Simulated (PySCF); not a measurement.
# CuOF: from structure and modes to constants

Computed with UPBE0 in PySCF with Cu def2-TZVP, O def2-TZVP, F def2-TZVP; no relativity; density-fitted integrals.

The triplet minimum has C∞v symmetry. Masses (u): Cu 62.92960, O 15.99492, F 18.99840.

```xyz
3
charge 0 multiplicity 3, angstrom
Cu   -0.0598    0.0000   -0.0003
O    -1.7406    0.0000   -0.0100
F     1.6632    0.0000    0.0095
```

Harmonic wavenumbers (cm⁻¹): 148.6 (π, ×2), 609.8 (σ+, ×1), 808.1 (σ+, ×1).

Task: Find the principal moments of inertia and the rotational constants. What kind of rotor is it?

Result: About the centre of mass I = 101.24 u Å². With B = 16.8576/I this gives 0.1665 cm⁻¹. The molecule is linear.

Task: What is the harmonic zero-point energy?

Result: Half the sum of all 4 wavenumbers, 1715/2 = 858 cm⁻¹, which is 10.3 kJ/mol (1 cm⁻¹ = 0.0119627 kJ/mol).

Task: Find the vibrational entropy and heat capacity at 298.15 K.

Result: With u = 1.43878 ω/T, each mode gives S = R[u/(eᵘ−1) − ln(1−e⁻ᵘ)] and C = R u² eᵘ/(eᵘ−1)².
```
  ω (cm⁻¹)      u  S (J/(mol K))  C (J/(mol K))
148.6 (×2)  0.717          11.26           7.97
     609.8  2.943           1.81           4.23
     808.1  3.900           0.84           2.67
```
The sums over all modes are S = 25.2 and C = 22.8 J/(mol K); the softest mode gives 45 % of the entropy (each member, where degenerate).

Task: Give the standard entropy (298.15 K, 1 bar) by its translational, rotational, vibrational and spin parts, and Cp.

Result: Sackur–Tetrode with M = 97.92 u gives 166.0; rotation with symmetry number 1 gives 67.6; vibration 25.2; spin R ln 3 = 9.1. The total is 267.9 J/(mol K), and Cp = 7/2 R + 22.8 = 51.9 J/(mol K).

Only a few start shapes were tried, so a lower isomer may exist. Other spin states or occupations of the open shell can lie lower.
